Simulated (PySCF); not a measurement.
# How methods differ on the excitation energy of Ir

Ir [Xe] 4f14 5d7 6s2 (4F) → Ir [Xe] 4f14 5d7 6s1 7s1 (6F), as a difference of total energies. Calculation: PySCF 2.14, in x2c-TZVPPall with one added diffuse shell each of s, p, d, f type (12s8p8d4f1g, 113 functions); the spin-free X2C one-electron Hamiltonian (Gaussian nucleus). Correlated levels: valence: [Xe] 4f14 frozen. The calculations carry no spin-orbit coupling.

```csv
method,excitation energy (eV)
UHF,4.619
MP2 (valence),6.081
SCS-MP2 (valence),6.288
CCSD (valence),6.019
CCSD(T) (valence),6.138
```

Problem. How much does correlation contribute at CCSD(T) (valence)?

Solution. 6.138 − (4.619) = 1.519 eV, measured against UHF.

A first-order spin-orbit estimate (lowest level to lowest level, LS coupling) adds -0.005 eV.

The promoted electron is Rydberg-like, and one or two diffuse shells describe it only roughly, which tends to raise the upper state.
